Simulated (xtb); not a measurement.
C$_{2}$H$_{6}$AlF (SMILES [CH3][Al]([CH3])[F]), singlet, geometry from GFN2-xTB (such geometries of metal compounds can be far from the true shape); xtb with GFN0-xTB.

Input for xtb:
```
$ xtb mol.xyz --gfn 0 --ohess --json

# file mol.xyz
10

Al    -0.01873622     0.01128456    -0.01949987
C      1.82868265    -0.13941676    -0.74158589
H      2.23712794    -1.14909666    -0.65766910
H      2.53495403     0.51967783    -0.23045799
H      1.84292245     0.13399660    -1.80155726
C     -0.74425394    -0.52313267     1.75297945
H     -1.55785866    -1.24709688     1.64474875
H     -1.17283915     0.33536843     2.27920618
H      0.00348516    -0.96852525     2.41114294
F     -1.12786591     0.68936370    -1.05114186
```

It wrote (shortened):

```
   ID    Z sym.   atoms
    1   13 Al     1
    2    6 C      2, 6
    3    1 H      3-5, 7-9
    4    9 F      10

           -------------------------------------------------
          |                Calculation Setup                |
           -------------------------------------------------

           -------------------------------------------------
          |                 G F N 0 - x T B                 |
           -------------------------------------------------

          ...................................................
          :                      SETUP                      :
          :.................................................:
          :  # basis functions                  34          :
          :  # atomic orbitals                  33          :
          :  # shells                           21          :
          :  # electrons                        24          :
          :  electronic temp.          300.0000000     K    :
          :  accuracy                    1.0000000          :
          :  -> integral cutoff          0.2500000E+02      :
          :  -> integral neglect         0.1000000E-07      :
          ...................................................

         :::::::::::::::::::::::::::::::::::::::::::::::::::::
         ::                     SUMMARY                     ::
         :::::::::::::::::::::::::::::::::::::::::::::::::::::
         :: total energy             -12.765233804395 Eh    ::
         :: gradient norm              0.023022290509 Eh/a0 ::
         :: HOMO-LUMO gap              4.650668043568 eV    ::
         ::.................................................::
         :: H0 energy                -12.823305462290 Eh    ::
         :: repulsion energy           0.141246157965 Eh    ::
         :: electrostat energy        -0.081425871530 Eh    ::
         :: -> Gsolv                   0.000000000000 Eh    ::
         ::    -> Gsasa                0.000000000000 Eh    ::
         ::    -> Gshift               0.000000000000 Eh    ::
         :: dispersion energy         -0.001748628539 Eh    ::
         :: short-range corr.         -0.000000000000 Eh    ::
         :: add. restraining           0.000000000000 Eh    ::
         :: total charge              -0.000000000000 e     ::
         :::::::::::::::::::::::::::::::::::::::::::::::::::::

      -----------------------------------------------------------
     |                   =====================                   |
     |                        A N C O P T                        |
     |                   =====================                   |
     |               Approximate Normal Coordinate               |
     |                Rational Function Optimizer                |
      -----------------------------------------------------------
      -----------------------------------------------------------
     |                   =====================                   |
     |                        A N C O P T                        |
     |                   =====================                   |
     |               Approximate Normal Coordinate               |
     |                Rational Function Optimizer                |
      -----------------------------------------------------------

          ...................................................
          :                      SETUP                      :
          :.................................................:
          :   optimization level            normal          :
          :   max. optcycles                   200          :
          :   ANC micro-cycles                  20          :
          :   degrees of freedom                24          :
          :.................................................:
          :   RF solver                   davidson          :
          :   write xtbopt.log                true          :
          :   linear?                        false          :
          :   energy convergence         0.5000000E-05 Eh   :
          :   grad. convergence          0.1000000E-02 Eh/α :
          :   maxmium RF displ.          1.0000000          :
          :   Hlow (freq-cutoff)         0.1000000E-01      :
          :   Hmax (freq-cutoff)         5.0000000          :
          :   S6 in model hess.         20.0000000          :
          ...................................................

generating ANC from exact Hessian ...
Using Lindh-Hessian (1995)
 Shifting diagonal of input Hessian by    7.7973758095812307E-003
 Lowest  eigenvalues of input Hessian
    0.000000    0.000000    0.000000    0.000000    0.000000    0.000000
    0.010000    0.011155    0.012345    0.018052    0.027386    0.031308
    0.032796    0.036235    0.050774    0.061711    0.119181    0.119579
 Highest eigenvalues
    0.845378    1.032716    1.039785    1.051364    1.058232    1.367293

........................................................................
.............................. CYCLE    1 ..............................
........................................................................
 * total energy  :   -12.7652338 Eh     change        0.0000000E+00 Eh
   gradient norm :     0.0230223 Eh/α   predicted     0.0000000E+00 (   0.00%)
   displ. norm   :     0.0804300 α      lambda       -0.7016226E-03
   maximum displ.:     0.0461593 α      in ANC's #7, #3, #16, ...

........................................................................
.............................. CYCLE    2 ..............................
........................................................................
 * total energy  :   -12.7658032 Eh     change       -0.5693691E-03 Eh
   gradient norm :     0.0149293 Eh/α   predicted    -0.3530821E-03 ( -37.99%)
   displ. norm   :     0.1795019 α      lambda       -0.8338675E-03
   maximum displ.:     0.1166141 α      in ANC's #3, #7, #5, ...

........................................................................
[...]
 * total energy  :   -12.7678270 Eh     change       -0.6071439E-04 Eh
 * total energy  :   -12.7678788 Eh     change       -0.5180057E-04 Eh
 * total energy  :   -12.7679184 Eh     change       -0.3955475E-04 Eh
 * total energy  :   -12.7679316 Eh     change       -0.1320296E-04 Eh
 * total energy  :   -12.7679524 Eh     change       -0.2079587E-04 Eh
 * total energy  :   -12.7679668 Eh     change       -0.1444872E-04 Eh
 * total energy  :   -12.7679957 Eh     change       -0.2886387E-04 Eh
 * total energy  :   -12.7680108 Eh     change       -0.1515165E-04 Eh
 * total energy  :   -12.7680199 Eh     change       -0.9083505E-05 Eh
 * total energy  :   -12.7680142 Eh     change        0.5717056E-05 Eh
 * total energy  :   -12.7680240 Eh     change       -0.9807983E-05 Eh
 * total energy  :   -12.7680253 Eh     change       -0.1333540E-05 Eh
   *** GEOMETRY OPTIMIZATION CONVERGED AFTER 34 ITERATIONS ***
         :: total energy             -12.768025327705 Eh    ::
[...]
                             8 H    0.873
     7   1 H    0.983 --     6 C    0.929
     8   1 H    0.984 --     6 C    0.873     1 Al   0.114
     9   1 H    0.983 --     6 C    0.954
    10   9 F    0.875 --     1 Al   0.831
 ---------------------------------------------------------------------------

Topologies differ in total number of bonds
Writing topology from bond orders to xtbtopo.mol

 dipole moment from electron density (au)
     X       Y       Z
   0.6523  -0.6778   0.5459  total (Debye):    2.764

           -------------------------------------------------
          |               Frequency Printout                |
           -------------------------------------------------
 projected vibrational frequencies (cm⁻¹)
eigval :       -0.00    -0.00    -0.00    -0.00     0.00     0.00
eigval :       79.26   109.38   134.45   142.32   157.59   270.15
eigval :      341.80   352.95   378.10   513.61   603.27   666.10
eigval :     1194.53  1201.47  1399.42  1399.80  1411.27  1411.55
eigval :     2818.32  2824.33  3021.71  3031.46  3106.28  3109.35
 reduced masses (amu)
   1: 12.47   2: 13.58   3: 17.44   4: 17.06   5: 17.41   6: 12.15   7: 11.23   8: 10.04
   9:  6.17  10:  9.67  11:  7.04  12:  2.71  13:  7.52  14:  6.05  15:  5.49  16: 10.04
  17: 16.59  18: 22.25  19:  2.96  20:  3.19  21:  1.64  22:  1.65  23:  1.70  24:  1.72
  25:  1.65  26:  1.65  27:  1.70  28:  1.70  29:  1.85  30:  1.84
 IR intensities (km·mol⁻¹)
   1:  0.04   2:  0.85   3:  0.03   4:  1.05   5:  0.09   6:  0.93   7:  2.13   8:  1.84
   9:  0.64  10:  0.08  11:  0.74  12:  3.23  13: 23.12  14:  0.02  15: 19.45  16:  2.58
  17:  0.00  18:  2.46  19: 15.32  20: 16.52  21: 12.39  22:  1.85  23: 17.07  24:  5.33
  25:  3.21  26:  3.30  27:  1.25  28:  1.05  29:  0.67  30:  0.74
 Raman intensities (Ä⁴*amu⁻¹)
   1:  0.00   2:  0.00   3:  0.00   4:  0.00   5:  0.00   6:  0.00   7:  0.00   8:  0.00
   9:  0.00  10:  0.00  11:  0.00  12:  0.00  13:  0.00  14:  0.00  15:  0.00  16:  0.00
  17:  0.00  18:  0.00  19:  0.00  20:  0.00  21:  0.00  22:  0.00  23:  0.00  24:  0.00
  25:  0.00  26:  0.00  27:  0.00  28:  0.00  29:  0.00  30:  0.00
 output can be read by thermo (or use thermo option).
 writing <g98.out> molden fake output.
 recommended (thermochemical) frequency scaling factor: 1.0
           -------------------------------------------------
          |             Thermodynamic Functions             |
           -------------------------------------------------

cs  symmetry found (for desy threshold:  0.10E+00) used in thermo

          ...................................................
          :                      SETUP                      :
          :.................................................:
          :  # frequencies                          24      :
          :  # imaginary freq.                       0      :
          :  linear?                             false      :
          :  only rotor calc.                    false      :
          :  symmetry                               cs      :
          :  rotational number                       1      :
          :  scaling factor                  1.0000000      :
          :  rotor cutoff                   50.0000000 cm⁻¹ :
          :  imag. cutoff                  -20.0000000 cm⁻¹ :
          :.................................................:

    mode    ω/cm⁻¹     T·S(HO)/kcal·mol⁻¹    T·S(FR)/kcal·mol⁻¹   T·S(vib)
   ------------------------------------------------------------------------
       1     79.26    -1.16549 ( 86.33%)    -0.91954 ( 13.67%)    -1.13187
       2    109.38    -0.97788 ( 95.82%)    -0.82426 (  4.18%)    -0.97145
       3    134.45    -0.85910 ( 98.12%)    -0.76321 (  1.88%)    -0.85730
       4    142.32    -0.82661 ( 98.50%)    -0.74638 (  1.50%)    -0.82541
       5    157.59    -0.76879 ( 99.00%)    -0.71621 (  1.00%)    -0.76826
       6    270.15    -0.47561 ( 99.88%)    -0.55664 (  0.12%)    -0.47571
   ------------------------------------------------------------------------

   temp. (K)  partition function   enthalpy   heat capacity  entropy
                                   cal/mol     cal/K/mol   cal/K/mol   J/K/mol
 298.15  VIB   183.                 3470.633     19.791     21.847
         ROT  0.897E+05              888.752      2.981     25.644
         INT  0.164E+08             4359.385     22.772     47.491
         TR   0.642E+27             1481.254      4.968     38.884
         TOT                        5840.6391    27.7402    86.3748   361.3923

       T/K    H(0)-H(T)+PV         H(T)/Eh          T*S/Eh         G(T)/Eh
   ------------------------------------------------------------------------
    298.15    0.930765E-02    0.769202E-01    0.410395E-01    0.358807E-01
   ------------------------------------------------------------------------

         :::::::::::::::::::::::::::::::::::::::::::::::::::::
         ::                  THERMODYNAMIC                  ::
         :::::::::::::::::::::::::::::::::::::::::::::::::::::
         :: total free energy         -12.732144582982 Eh   ::
         ::.................................................::
         :: total energy              -12.768025327705 Eh   ::
         :: zero point energy           0.067612562867 Eh   ::
         :: G(RRHO) w/o ZPVE           -0.031731818144 Eh   ::
         :: G(RRHO) contrib.            0.035880744723 Eh   ::
         :::::::::::::::::::::::::::::::::::::::::::::::::::::

optimized geometry written to: xtbopt.xyz

           -------------------------------------------------
          | TOTAL ENERGY              -12.768025327705 Eh   |
          | TOTAL ENTHALPY            -12.691105113925 Eh   |
          | TOTAL FREE ENERGY         -12.732144582982 Eh   |
          | GRADIENT NORM               0.001000057992 Eh/α |
          | HOMO-LUMO GAP               4.548196177435 eV   |
           -------------------------------------------------

normal termination of xtb
```
